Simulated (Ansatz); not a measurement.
Species: C2H6AlF, SMILES `[CH3][Al]([CH3])[F]` (charge 0, multiplicity 1).

Q: Give a relaxed geometry from Ansatz (an electronic-structure program) with B3LYP-D3(BJ)/def2-TZVP.

A: the end point of this relaxation (outside a Z-matrix the atoms follow the SMILES, hydrogens last).
Bond lengths (Å): C1–Al2 1.947, C1–H5 1.091, C1–H6 1.094, C1–H7 1.095, Al2–C3 1.947, Al2–F4 1.664, C3–H8 1.095, C3–H9 1.091, C3–H10 1.094. Angles (°): Al2–C1–H5 112.3, Al2–C1–H6 111.3, Al2–C1–H7 110.6, H5–C1–H6 108.3, H5–C1–H7 107.6, H6–C1–H7 106.5, C1–Al2–C3 125.4, C1–Al2–F4 117.3, C3–Al2–F4 117.3, Al2–C3–H8 110.6, Al2–C3–H9 112.3, Al2–C3–H10 111.3, H8–C3–H9 107.6, H8–C3–H10 106.5, H9–C3–H10 108.3.
